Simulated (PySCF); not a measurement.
## UHF on He (helium, neutral)

Configuration: 1s2, closed-shell 1S. All numbers are calculated (PySCF 2.14, scalar relativity by spin-free X2C-1e, in aug-cc-pVDZ-DK).

* Total energy: -2.855797 hartree
* One-electron energy: -3.8773 hartree
* Hartree (Coulomb) energy: 2.0431 hartree
* Exchange energy: -1.0215 hartree
* ⟨S²⟩: 0.0000
* ⟨L²⟩: 0.000
* Sum of ⟨r⟩: 1.864 bohr
* Sum of ⟨r²⟩: 2.394 bohr²
* Langevin diamagnetic susceptibility: -1.90 ×10⁻⁶ cm³/mol
* Time after the integrals: 0.02 s of wall time on 1 thread of Neoverse-V2 (shared host)

```json
{"shell": "1s", "electrons": "2", "mean orbital energy (eV)": "-24.956", "rms radius, mean of both spins (bohr)": "1.09"}
```
